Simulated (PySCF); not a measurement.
## C$_{7}$H$_{4}$F$_{5}$N: full NMR table

| Property | Result |
| --- | --- |
| Formula | C7H4F5N |
| SMILES | FC(F)(F)C(F)(F)c1ccncc1 |
| Point group of the computed structure | Cs |
| Degrees of unsaturation | 4 |
| Carbon signals | 5 |
| Proton signals | 2 |

Mapped SMILES: `[F:1][C:2]([F:3])([F:4])[C:5]([F:6])([F:7])[c:8]1[cH:9][cH:10][n:11][cH:12][cH:13]1`. Each H is labelled by its parent atom.

Computational details: σ from GIAO-PBE0/pcSseg-1, coordinates at the GFN2-xTB level, in PySCF (averaged over atoms made equivalent by symmetry, fast rotation or ring inversion, single conformer, non-relativistic Hamiltonian, gas phase).

References, each an isolated molecule treated in the same way: 1H (σ = 31.72 ppm) and 13C (σ = 186.93 ppm) against TMS; 19F (σ = 170.95 ppm) against CFCl3; NH3 for 15N (σ = 267.73 ppm).

| carbon | δC, type | δH (multiplicity) | HMBC from (2–3 bonds) | span of the C tensor (ppm) |
| --- | --- | --- | --- | --- |
| C2 | 128.8, C | – | – | 15 |
| C5 | 121.6, C | – | H(C9)/H(C13) | 37 |
| C8 | 145.0, C | – | H(C10)/H(C12), H(C9)/H(C13) | 219 |
| C9/C13 | 126.8, CH | 7.77 (m) | H(C10)/H(C12), H(C9)/H(C13) | 231 |
| C10/C12 | 156.2, CH | 9.24 (d) | H(C10)/H(C12), H(C9)/H(C13) | 227 |

Other nuclei:
| atoms | nucleus | environment | δ (ppm) | σ (ppm) |
| --- | --- | --- | --- | --- |
| F1/F3/F4 | 19F | fluorine of a CF3 group | -97.5 | 268.4 |
| F6/F7 | 19F | fluorine of a CF2 group | -140.6 | 311.5 |
| N11 | 15N | pyridine-type ring nitrogen | 371.1 | -103.4 |

- Carbon types of the structure: 3 × C, 4 × CH, which accounts for all hydrogens.
- δC 156.2: aromatic CH next to a ring nitrogen; the adjacent pyridine-type nitrogen withdraws density from it.
- δC 128.8: CF3 carbon; 3 electronegative neighbours deshield it.
- δC 126.8: aromatic CH; the aromatic region.
- δC 121.6: fully substituted sp3 carbon bonded to 2 F, on an aromatic ring; 2 electronegative neighbours deshield it.
- δH 9.24: hydrogen on an aromatic CH next to a ring nitrogen; ring current plus the neighbouring ring nitrogen.

Splittings by 19F in the carbon and heteronuclear signals aren't shown, as no couplings were computed. Shifts are as computed. Against solution values, carbons near 30 ppm lie about +3 ppm off and those near 130 ppm about +5 ppm. Of 1211 compounds with measured shifts, 218 miss one by over three times the rms of a fit or turn the order of signals round; such compounds aren't used in these exercises. Unscaled 19F shifts against computed CFCl3 carry errors that often reach 10 to 50 ppm. Experimental scales use liquid or dissolved standards, which lie at an offset from isolated NH3 (liquid NH3: subtract about 20 ppm). Unscaled 15N shifts of sp2 nitrogen come out 20 to 40 ppm too high even then. No couplings were computed; multiplicities are counted from neighbouring protons, with m where these are inequivalent, close in shift, in a saturated or five-membered ring or joined by F or P, and br s for small geminal =CH2 splittings.
